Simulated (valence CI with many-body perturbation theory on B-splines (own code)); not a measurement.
## Which ion has this spectrum?

A relativistic CI+MBPT calculation for an atom or ion with 6 electrons gives these levels (cm⁻¹):

```tsv
J	Parity	E	g
0	even	0	
1	even	3673	1.50
2	even	9022	1.50
2	even	59861	1.00
0	even	120272	
2	odd	167454	2.00
2	odd	323247	1.17
3	odd	323298	1.33
1	odd	323454	0.50
1	odd	380110	1.50
0	odd	380130	
2	odd	380339	1.50
2	odd	485117	1.00
1	odd	490913	1.99
```

The energies are calculated, with errors of perhaps 200 cm⁻¹, more in some levels.

Task: Which is it?
A. Mg6+
B. Ar12+
C. P9+
D. Cl11+

Result: C. P9+, ground level 2s2 2p2 3P_0.
